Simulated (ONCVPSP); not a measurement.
**Kr (Z = 36), ONCV: configuration errors across variants**

* Element: Kr (Z = 36)
* Generator: ONCVPSP 4.0.1
* Type: optimised norm-conserving Vanderbilt (ONCV)
* Functional: LDA (Perdew-Zunger)
* Relativity: scalar-relativistic
* Frozen core: [Ne] 3s2
* Valence charge: 24
* Reference configuration: 3p6 3d10 4s2 4p5.5 (charge +0.5)
* Partial waves: 4s: rc 1.35 bohr, ncon 3, nbas 7, qcut 5.2 1/bohr, 2 projectors, debl 1.6 Ha; 3p+4p: rc 0.85 bohr, ncon 4, nbas 7, qcut 12.8 1/bohr, 2 projectors; 3d: rc 1.00 bohr, ncon 4, nbas 9, qcut 13.1 1/bohr, 2 projectors, debl 1.2 Ha
* Local potential: polynomial inside 0.65 bohr (lpopt 4, dvloc0 6 Ha)
* Core correction: polynomial model core, fcfact 0.25

In the d channel the program set the typed energies aside and used -3.213, 0.250 Ha.

All-electron excitation energies from the reference (eV): (1) 3p6 3d10 4s2 4p6 -5.929; (2) 3p6 3d10 4s2 4p5 8.507; (3) 3p6 3d10 4s2 4p4 33.845.

A true bound ghost makes a file unfit for plane-wave use even where its test errors are small: the radial tests pick states by their node count and pass the ghost by.

Errors AE − PS in meV (a dash: test not solved or not reliable):

| change | (1) | (2) | (3) | bound ghosts | GHOST(+) flags above zero |
| --- | --- | --- | --- | --- | --- |
| base | -0.7 | +0.4 | -1.2 | s | none |
| d: qcut 8.2 | -0.8 | +0.3 | -2.1 | s | none |
| d: qcut 10.4 | -0.8 | +0.4 | -1.6 | s | none |
| d: qcut 11.4 | -0.7 | +0.4 | -1.5 | s | none |
| d: qcut 13.4 | -0.7 | +0.4 | -1.2 | s | none |
| d: qcut 16.2 | -0.7 | +0.4 | -0.8 | s | none |
| d: qcut 17.7 | -0.7 | +0.4 | -0.7 | s | none |

**Question.** Give the same row for: d: qcut 19.6.

**Answer.** -0.7, +0.4, -0.6; bound ghosts: s; GHOST(+) flags above zero: none.
